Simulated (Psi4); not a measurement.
A dimer, CH4 ··· CHF3 (SMILES C and FC(F)F); the first 5 atoms form monomer A.

```
10

C      0.0000     0.0000     0.0000
H      0.9347    -0.5591    -0.0043
H      0.1635     0.9839    -0.4375
H     -0.3512     0.1122     1.0248
H     -0.7470    -0.5370    -0.5830
F     -4.3910     0.9740     1.3148
C     -4.0688    -0.2579     0.8972
F     -4.4904    -1.1412     1.8127
F     -2.7341    -0.3418     0.8079
H     -4.5286    -0.4635    -0.0697
```

### Question
What interaction energy does SAPT0/jun-cc-pVDZ, frozen core run with Psi4 give, and which attractive term is the largest?

### Answer
Total 1.40 kcal/mol: electrostatics -1.09, exchange 3.75, induction -0.27, dispersion -0.99. The most attractive term is electrostatics.
